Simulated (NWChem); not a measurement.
Species: InNH$_{3}$Cl; SMILES [NH2][InH][Cl]

Computed with NWChem. The geometry was optimised at PBE0/def2-SVP. Not confirmed as a minimum by frequencies. def2 effective core potentials on In; no spin-orbit coupling. One conformer.

Diagonal of the polarisability tensor at PBE0/def2-SVPD, static: 62.86, 69.67, 46.49 bohr³.

Task: Find the mean polarisability volume, the molar refraction, and the refractive index that an ideal gas of it would have at 273.15 K and 1 atm.

Result: 
1. Mean: one third of the trace = 59.67 bohr³ × 0.14818 Å³/bohr³ = 8.84 Å³.
2. Molar refraction (Lorentz-Lorenz): (4π/3) N_A α = 22.3 cm³/mol.
3. Number density p/kT = 2.687 × 10⁻⁵ Å⁻³; n − 1 = 2π N α = 14.93 × 10⁻⁴.
4. These hold the electronic response alone: vibrational and orientational terms add to the static dielectric constant.
